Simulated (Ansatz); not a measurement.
A short molecular-dynamics run on Ga(H2O)H3 (GaOH₅).

```yaml
crystal:
  periodic: [false, false, false]
  atoms:
    - {symbol: Ga, position_ang: [0.066286, -0.115837, -0.958267]}
    - {symbol: O, position_ang: [0.077883, -0.137925, 1.225215]}
    - {symbol: H, position_ang: [-0.829360, -0.105505, 1.554791]}
    - {symbol: H, position_ang: [0.511527, 0.660396, 1.552988]}
    - {symbol: H, position_ang: [1.622763, -0.059988, -1.131076]}
    - {symbol: H, position_ang: [-0.745208, 1.226852, -1.103891]}
    - {symbol: H, position_ang: [-0.703889, -1.467994, -1.139770]}
basis:
  gaussian: {orbitals: "6-31G*"}
hamiltonian: {xc: {name: r2SCAN}}
md: {timestep: 0.5 fs, n_steps: 15, ensemble: nve, temperature: 700, initial_velocities: maxwell_boltzmann, seed: 751}
scf: {omitted_lower_state_checks: [starts]}
```

```sh
$ ansatz run in.yaml --threads 4 --pin off --events-out ev --progress --plain --max-ram 3916MiB
```

```csv
step,time (fs),potential energy (eV),kinetic (eV),T (K),conserved (eV)
0,0.0,-54496.7801,0.4524,700,-54496.3277
1,0.5,-54496.7651,0.4381,678,-54496.3270
2,1.0,-54496.7130,0.3874,599,-54496.3256
3,1.5,-54496.6446,0.3204,496,-54496.3241
4,2.0,-54496.5819,0.2588,400,-54496.3231
5,2.5,-54496.5417,0.2191,339,-54496.3226
6,3.0,-54496.5321,0.2094,324,-54496.3227
7,3.5,-54496.5516,0.2282,353,-54496.3234
8,4.0,-54496.5891,0.2645,409,-54496.3246
9,4.5,-54496.6257,0.2998,464,-54496.3260
10,5.0,-54496.6405,0.3135,485,-54496.3270
11,5.5,-54496.6189,0.2919,452,-54496.3270
12,6.0,-54496.5639,0.2384,369,-54496.3255
13,6.5,-54496.5007,0.1775,275,-54496.3232
14,7.0,-54496.4645,0.1427,221,-54496.3218
15,7.5,-54496.4754,0.1527,236,-54496.3226
```

Velocities are drawn at the set temperature; a run this short doesn't reach equilibrium.

The 6-31G sets use Cartesian d functions.

Frames (Å, forces in eV/Å):

```xyz
7
time=0.0 fs
Ga    0.066   -0.116   -0.958   -0.001    0.002    0.110
O     0.078   -0.138    1.225    0.162   -0.282   -0.155
H    -0.829   -0.106    1.555   -0.230    0.041    0.051
H     0.512    0.660    1.553    0.081    0.218    0.050
H     1.623   -0.060   -1.131    0.062    0.004   -0.016
H    -0.745    1.227   -1.104   -0.042    0.070   -0.023
H    -0.704   -1.468   -1.140   -0.032   -0.053   -0.017
7
time=0.5 fs
Ga    0.066   -0.116   -0.959   -0.106    0.270    0.221
O     0.079   -0.139    1.224   -0.202    0.531    0.491
H    -0.848   -0.100    1.555    0.619    0.042   -0.235
H     0.524    0.673    1.566   -0.408   -0.600   -0.297
H     1.613   -0.051   -1.113    0.213    0.003   -0.067
H    -0.749    1.236   -1.097    0.010   -0.030   -0.040
H    -0.700   -1.458   -1.118   -0.125   -0.216   -0.072
7
time=1.0 fs
Ga    0.066   -0.117   -0.959   -0.205    0.530    0.322
O     0.079   -0.141    1.223   -0.503    1.172    1.014
H    -0.865   -0.094    1.555    1.306    0.034   -0.457
H     0.536    0.683    1.578   -0.799   -1.236   -0.583
H     1.605   -0.043   -1.096    0.360    0.003   -0.114
H    -0.752    1.245   -1.090    0.059   -0.126   -0.059
H    -0.696   -1.448   -1.095   -0.217   -0.377   -0.123
7
time=1.5 fs
Ga    0.066   -0.117   -0.960   -0.294    0.773    0.412
O     0.080   -0.142    1.221   -0.726    1.628    1.397
H    -0.879   -0.088    1.554    1.802    0.018   -0.609
H     0.545    0.691    1.589   -1.077   -1.677   -0.797
H     1.597   -0.034   -1.078    0.496    0.003   -0.158
H    -0.756    1.253   -1.083    0.104   -0.216   -0.077
H    -0.693   -1.439   -1.074   -0.304   -0.529   -0.168
7
time=2.0 fs
Ga    0.066   -0.117   -0.960   -0.369    0.988    0.489
O     0.080   -0.143    1.220   -0.869    1.908    1.643
H    -0.888   -0.082    1.551    2.106   -0.003   -0.694
H     0.552    0.695    1.598   -1.245   -1.936   -0.937
H     1.590   -0.025   -1.061    0.615    0.003   -0.198
H    -0.759    1.261   -1.076    0.143   -0.298   -0.095
H    -0.690   -1.431   -1.052   -0.381   -0.663   -0.208
7
time=2.5 fs
Ga    0.067   -0.117   -0.961   -0.429    1.166    0.553
O     0.081   -0.143    1.220   -0.933    2.026    1.758
H    -0.893   -0.076    1.547    2.225   -0.026   -0.718
H     0.557    0.694    1.605   -1.307   -2.028   -1.006
H     1.585   -0.016   -1.045    0.709    0.002   -0.233
H    -0.762    1.268   -1.070    0.177   -0.370   -0.113
H    -0.688   -1.425   -1.031   -0.441   -0.771   -0.242
7
time=3.0 fs
Ga    0.067   -0.118   -0.961   -0.472    1.300    0.605
O     0.081   -0.144    1.219   -0.921    1.989    1.748
H    -0.892   -0.070    1.541    2.164   -0.049   -0.685
H     0.557    0.688    1.609   -1.266   -1.963   -1.002
H     1.581   -0.007   -1.029    0.772   -0.001   -0.264
H    -0.764    1.275   -1.064    0.205   -0.431   -0.131
H    -0.688   -1.421   -1.011   -0.482   -0.845   -0.271
7
time=3.5 fs
Ga    0.067   -0.118   -0.962   -0.496    1.384    0.647
O     0.081   -0.144    1.219   -0.832    1.790    1.608
H    -0.886   -0.064    1.533    1.919   -0.067   -0.597
H     0.555    0.678    1.611   -1.120   -1.739   -0.923
H     1.579    0.001   -1.014    0.801   -0.007   -0.292
H    -0.766    1.280   -1.058    0.226   -0.481   -0.147
H    -0.688   -1.419   -0.991   -0.498   -0.880   -0.296
7
time=4.0 fs
Ga    0.066   -0.118   -0.962   -0.503    1.419    0.681
O     0.081   -0.144    1.219   -0.666    1.416    1.330
H    -0.875   -0.059    1.524    1.482   -0.076   -0.455
H     0.551    0.663    1.610   -0.859   -1.346   -0.759
H     1.580    0.010   -0.999    0.795   -0.017   -0.316
H    -0.768    1.284   -1.052    0.240   -0.519   -0.162
H    -0.690   -1.419   -0.972   -0.490   -0.875   -0.318
7
time=4.5 fs
Ga    0.066   -0.118   -0.963   -0.492    1.404    0.709
O     0.081   -0.143    1.220   -0.424    0.850    0.908
H    -0.861   -0.053    1.514    0.848   -0.072   -0.261
H     0.544    0.645    1.608   -0.477   -0.775   -0.502
H     1.582    0.019   -0.985    0.754   -0.032   -0.338
H    -0.769    1.287   -1.047    0.247   -0.546   -0.176
H    -0.693   -1.421   -0.954   -0.457   -0.830   -0.339
7
time=5.0 fs
Ga    0.066   -0.118   -0.963   -0.464    1.345    0.734
O     0.080   -0.142    1.220   -0.119    0.095    0.347
H    -0.845   -0.048    1.503    0.034   -0.049   -0.023
H     0.536    0.625    1.605    0.023   -0.032   -0.150
H     1.586    0.027   -0.972    0.682   -0.051   -0.358
H    -0.769    1.289   -1.043    0.247   -0.560   -0.190
H    -0.697   -1.425   -0.937   -0.402   -0.749   -0.360
7
time=5.5 fs
Ga    0.066   -0.118   -0.964   -0.423    1.250    0.758
O     0.080   -0.142    1.220    0.219   -0.801   -0.311
H    -0.829   -0.043    1.492   -0.899   -0.004    0.238
H     0.528    0.606    1.601    0.606    0.829    0.276
H     1.591    0.036   -0.960    0.584   -0.073   -0.377
H    -0.768    1.289   -1.038    0.240   -0.561   -0.203
H    -0.702   -1.430   -0.920   -0.328   -0.639   -0.381
7
time=6.0 fs
Ga    0.066   -0.118   -0.964   -0.368    1.124    0.786
O     0.080   -0.141    1.221    0.541   -1.712   -0.972
H    -0.814   -0.037    1.481   -1.819    0.058    0.485
H     0.522    0.588    1.598    1.195    1.688    0.715
H     1.598    0.044   -0.949    0.466   -0.099   -0.395
H    -0.768    1.288   -1.035    0.226   -0.551   -0.215
H    -0.708   -1.438   -0.905   -0.241   -0.508   -0.404
7
time=6.5 fs
Ga    0.066   -0.118   -0.964   -0.303    0.978    0.817
O     0.080   -0.141    1.221    0.783   -2.438   -1.490
H    -0.805   -0.032    1.472   -2.537    0.121    0.668
H     0.518    0.574    1.597    1.662    2.358    1.072
H     1.606    0.052   -0.938    0.336   -0.128   -0.412
H    -0.766    1.286   -1.031    0.205   -0.527   -0.228
H    -0.714   -1.446   -0.890   -0.146   -0.364   -0.427
7
time=7.0 fs
Ga    0.066   -0.118   -0.965   -0.229    0.818    0.855
O     0.080   -0.141    1.221    0.887   -2.765   -1.717
H    -0.801   -0.027    1.465   -2.862    0.167    0.744
H     0.519    0.566    1.598    1.875    2.645    1.240
H     1.615    0.060   -0.929    0.200   -0.157   -0.429
H    -0.764    1.282   -1.029    0.177   -0.491   -0.242
H    -0.721   -1.455   -0.877   -0.048   -0.216   -0.451
7
time=7.5 fs
Ga    0.066   -0.117   -0.965   -0.148    0.650    0.899
O     0.080   -0.142    1.221    0.827   -2.583   -1.577
H    -0.804   -0.021    1.459   -2.695    0.174    0.695
H     0.523    0.564    1.602    1.763    2.457    1.159
H     1.624    0.068   -0.921    0.064   -0.187   -0.445
H    -0.762    1.278   -1.027    0.142   -0.441   -0.257
H    -0.728   -1.465   -0.864    0.048   -0.070   -0.475
```

It took 16 s on 4 threads of Intel Xeon on a shared host.
